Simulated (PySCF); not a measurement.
Removing an electron from `[CH3][GeH2][CH2][SiH2]N`

C₂H₁₁GeNSi.
Structure used (PBE0-D3(BJ)/def2-SVP), in Å, numbered top down from 1:
```
atom  x, y, z in Å
C1     1.9391    0.1198    0.9092
Ge2    0.9682    1.0959   -0.4794
C3    -0.2749   -0.0907   -1.4204
Si4   -1.3839   -1.0851   -0.2669
N5    -2.0182   -0.2115    1.0922
H6     2.6509    0.7815    1.4235
H7     2.4985   -0.7180    0.4676
H8     1.2450   -0.2902    1.6576
H9     0.1833    2.2608    0.1630
H10    1.9789    1.6997   -1.4811
H11   -0.8898    0.5265   -2.0971
H12    0.3055   -0.7795   -2.0585
H13   -2.5429   -1.6177   -1.0496
H14   -0.5910   -2.2200    0.2982
H15   -2.6594    0.5609    0.9514
H16   -1.4278   -0.0398    1.8978
```

Level: PBE0/def2-SVPD (PySCF). Frontier orbitals with their largest atomic shares (Löwdin; up to four atoms above 4 %):

```csv
orbital,ε (eV),main atoms
HOMO−3,-8.89,"Ge2 34 %, H9 32 %, C1 9 %, C3 8 %"
HOMO−2,-8.66,"C1 28 %, Ge2 23 %, H10 14 %, C3 8 %"
HOMO−1,-8.37,"C3 30 %, Ge2 19 %, Si4 10 %, N5 9 %"
HOMO,-7.28,?
LUMO,0.11,"Ge2 19 %, Si4 17 %, H16 8 %, N5 8 %"
LUMO+1,0.77,"Ge2 21 %, C3 12 %, H11 12 %, C1 9 %"
LUMO+2,1.00,"Si4 14 %, Ge2 11 %, C1 9 %, C3 8 %"
```

**Question.** What vertical ionisation energy does ΔSCF give, and how far is −ε(HOMO) from it?

**Answer.** ΔSCF: 9.22 eV (890 kJ/mol; threshold wavelength 134 nm); ⟨S²⟩ of the doublet left behind is 0.760, against 0.75 for a pure doublet. −ε(HOMO) is 7.28 eV, 1.94 eV below it. In exact Kohn–Sham theory the two would be equal; PBE0 (global hybrid, 25 % exact exchange) falls short of its own ΔSCF value by 21 %.

**Question.** On which atoms does the HOMO lie?

**Answer.** N5 (silicon-bound nitrogen) 55 %, C3 (sp3 carbon bound to silicon) 13 %, Si4 (SiH2 silicon) 12 %, H16 (N–H hydrogen) 5 %, so more than half of it is on one atom. The HOMO−1 lies 1.09 eV lower.

**Question.** What kinetic energy would electrons from this vertical process carry with He II light (40.814 eV)?

**Answer.** 40.81 − 9.22 = 31.59 eV.

**Question.** How many of the 10 lowest singlet excitations (vertical TDDFT, same level) lie below the ionisation energy?

**Answer.** All 10; they run from 6.12 to 7.93 eV.

**Question.** Shift the occupied levels rigidly so that −ε(HOMO) equals the ΔSCF value. What binding energies result?

**Answer.** The shift is +1.94 eV: HOMO 9.22, HOMO−1 10.31, HOMO−2 10.60, HOMO−3 10.83 eV. A rigid shift is only a rough guide to the deeper ionisations.

**Question.** What total energies stand behind the ΔSCF value?

**Answer.** E(N) = -2503.12183 Eh and E(N − 1) = -2502.78303 Eh at the same geometry, 0.33880 Eh apart.

Geometry: PBE0-D3(BJ)/def2-SVP, one conformer, isolated molecule. The calculation is non-relativistic, for germanium too.

The run behind these numbers computed excited states and ΔSCF ions as well. On one thread, Arm Neoverse V2 (aarch64), on a shared host, this took 2.3 min wall (with the writing of density and orbital grids) and 0.98 GiB of memory at its peak.
